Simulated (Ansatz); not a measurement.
Coupled-cluster run, CH6AlBSe, SMILES `[AlH2][BH]C[SeH]`.

```yaml
crystal:
  periodic: [false, false, false]
  atoms:
    - {symbol: Al, position_ang: [-0.691411, 1.480226, -0.408464]}
    - {symbol: B, position_ang: [-0.036079, 0.287152, 1.242499]}
    - {symbol: C, position_ang: [0.429707, -1.049733, 0.552860]}
    - {symbol: Se, position_ang: [-0.487486, -1.148262, -1.199499]}
    - {symbol: H, position_ang: [0.465720, 2.170311, -1.272815]}
    - {symbol: H, position_ang: [-2.208849, 1.894525, -0.675080]}
    - {symbol: H, position_ang: [0.085263, 0.371038, 2.433340]}
    - {symbol: H, position_ang: [0.334642, -2.007284, 1.067580]}
    - {symbol: H, position_ang: [1.494566, -0.896958, 0.331679]}
    - {symbol: H, position_ang: [0.697126, -1.152114, -2.069300]}
basis:
  gaussian: {orbitals: def2-TZVPP}
correlation: {method: ccsd_t}
```

```sh
$ ansatz run in.yaml --threads 4 --pin off --events-out ev --progress --plain --max-ram 10444MiB
```

The program prints (abridged):

```
Functional definition: HF
1408 factors; integrals over basis functions are off by at most 1.4e-3 eV
mean field evaluation 1: about -73679.9082 eV, gradient 2.5e1 eV
mean field evaluation 2: about -73680.1138 eV, gradient 2.5e1 eV
mean field evaluation 4: about -73682.5496 eV, gradient 3.8e0 eV
mean field evaluation 8: about -73682.6111 eV, gradient 1.8e-1 eV
mean field -73682.61141789 eV, -2707.7860257395 hartree, gradient 6.1e-6 eV, S^2 0.000000; 0 other end points of the search recorded, 0 dependent functions left out
16 core orbitals not correlated: weight in the atoms' cores, before any rotation towards them, 1.000 or more for the frozen orbitals, at most 0.000 for the correlated occupied ones
reference -73682.61141789 eV, -2707.7860257395 hartree; 16, 16 occupied and 204, 204 virtual orbitals, 1408 factors
second order -17.24316301 eV of doubles, -0.00000000 eV of singles
cycle   1  -17.91220628 eV  change   -6.7e-1 eV  update   9.6e-2
cycle   2  -18.47537809 eV  change   -5.6e-1 eV  update   3.0e-2
cycle   3  -18.53559029 eV  change   -6.0e-2 eV  update   1.3e-2
cycle   4  -18.52752528 eV  change    8.1e-3 eV  update   3.8e-3
cycle   5  -18.52822939 eV  change   -7.0e-4 eV  update   1.7e-3
cycle   6  -18.52797088 eV  change    2.6e-4 eV  update   6.3e-4
cycle   7  -18.52780049 eV  change    1.7e-4 eV  update   2.6e-4
cycle   8  -18.52792628 eV  change   -1.3e-4 eV  update   9.7e-5
cycle   9  -18.52794061 eV  change   -1.4e-5 eV  update   3.4e-5
perturbative correction -0.71667427 eV, -0.0263372936 hartree
Total energy: -73701.85603277 eV, -2708.4932522920 hartree
```

It took 110 s on 4 threads of an Arm Neoverse V2 on a shared host, with 4.2 GiB of host memory at the peak.

Correlation energy per correlated electron: -0.601 eV. T1 diagnostic: 0.0105.
